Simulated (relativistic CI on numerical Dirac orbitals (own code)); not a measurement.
**Hyperfine structure of Cu21+, mass number 63**

Method of calculation: Dirac-Coulomb-Breit CI, KLI orbitals optimised for each configuration, model QED, unscaled Slater integrals (own radial code, finite nucleus).

Configurations in the expansion (outside the closed core 1s2): 2s2 2p4, 2s 2p5, 2p6, 2p5 3s, 2p5 3p, 2p5 3d, 2s2 2p3 3s, 2s2 2p3 3p, 2s2 2p3 3d, 2s 2p4 3s, 2s 2p4 3p, 2s 2p4 3d, 2s2 2p3 4s, 2s2 2p3 4p, 2s2 2p3 4d, 2s2 2p3 4f. Levels of other configurations are missing.

Nuclear spin I = 3/2, μ = 2.2259 μN, Q = -0.22 b (tables of Stone and Pyykkö). The electronic factors are computed for point nuclear moments, without core polarisation or the Bohr-Weisskopf and QED corrections.

```json
{"Level": "2s2 2p4 3P_2", "E (eV)": "0.00", "A (GHz)": "56.01", "B (GHz)": "-9.64"}
{"Level": "2s2 2p4 3P_1", "E (eV)": "18.79", "A (GHz)": "-3.828", "B (GHz)": "7.81"}
{"Level": "2s2 2p4 1D_2", "E (eV)": "29.76", "A (GHz)": "121.9", "B (GHz)": "25.3"}
{"Level": "2s 2p5 3P°_2", "E (eV)": "138.11", "A (GHz)": "291.9", "B (GHz)": "15.5"}
{"Level": "2s 2p5 3P°_1", "E (eV)": "149.89", "A (GHz)": "155.1", "B (GHz)": "-6.63"}
{"Level": "2s 2p5 1P°_1", "E (eV)": "191.39", "A (GHz)": "317.2", "B (GHz)": "14.4"}
{"Level": "2s2 2p3 3s 5S°_2", "E (eV)": "1076.48", "A (GHz)": "79.19", "B (GHz)": "-3.49"}
{"Level": "2s2 2p3 3s 3S°_1", "E (eV)": "1083.19", "A (GHz)": "-25.66", "B (GHz)": "-3.35"}
```

Levels with J = 0, under 50 % of one LS term, or S terms without an open s electron are left out. Small factors come from cancelling terms and can be off by tens of per cent or more.

At this charge energies of transitions that change n are usually good to better than 1 %, and those within a shell (Δn = 0) to a few per cent.

(1) Give the hyperfine levels of 2s2 2p4 3P_2 relative to its centre of gravity.

Answers

(1) With K = F(F + 1) − I(I + 1) − J(J + 1), E = AK/2 + B[¾K(K + 1) − I(I + 1)J(J + 1)]/[2I(2I − 1)J(2J − 1)]: F = 1/2: -260.5, F = 3/2: -168, F = 5/2: -21.98, F = 7/2: 165.6 GHz.

LS names give the leading component of a level, which can be under half, so a name can repeat, a term be missing and a line seem to break the LS rules.
